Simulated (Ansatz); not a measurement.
Geometry optimisation, UHF/STO-3G in Ansatz 0.2.0.

input.yaml

```yaml
crystal:
  periodic: [false, false, false]
  atoms:
    - { symbol: F, position_ang: [-1.49583, 1.64926, 1.06062] }
    - { symbol: B, position_ang: [-1.12409, 0.4231, 0.83383] }
    - { symbol: Si, position_ang: [0.35846, -0.24117, -0.23488] }
    - { symbol: F, position_ang: [-0.08972, -1.704, -0.77539] }
    - { symbol: H, position_ang: [-1.23171, -0.63629, 1.31862] }
    - { symbol: H, position_ang: [0.81617, 0.38342, -1.48021] }
magnetization:
  spin_polarized: true
  initial_magnetization: 1
basis:
  gaussian: { orbitals: STO-3G }
hamiltonian:
  xc: hf
relax:
  f_tol: 0.02
  max_steps: 50
```

Command:

```bash
$ ansatz run input.yaml --threads 1 --pin off --max-ram 2048MiB --backend cpu --events-out ev --progress --plain --runs-dir out
```

Task: Where does it end, and by what steps?

Result: It converged. Limits of this set-up: minimal basis. After 10 steps the energy has fallen by 0.986 eV; H5 moved furthest, 0.50 Å.

| step | energy less start (eV) | largest force component (eV/Å) | accepted |
| --- | --- | --- | --- |
| 0 | 0.0000 | 2.707 | yes |
| 1 | -0.6639 | 1.552 | yes |
| 2 | -0.8503 | 1.272 | yes |
| 3 | -0.9364 | 0.612 | yes |
| 4 | -0.9754 | 0.436 | yes |
| 5 | -0.9038 | 0.834 | no |
| 6 | -0.9831 | 0.196 | yes |
| 7 | -0.9841 | 0.126 | yes |
| 8 | -0.9854 | 0.060 | yes |
| 9 | -0.9856 | 0.037 | yes |
| 10 | -0.9856 | 0.007 | yes |

```xyz
6
Properties=species:S:1:pos:R:3
F -1.269 1.582 1.066
B -1.025 0.322 0.850
Si 0.446 -0.276 -0.309
F 0.202 -1.810 -0.808
H -1.689 -0.454 1.422
H 0.568 0.512 -1.499
```

Whether the end is a true minimum wasn't checked by a vibrational analysis.

Time of the run: 7.3 s on 1 thread of Arm Neoverse V2, on a shared host, peak memory 0.1 GiB.
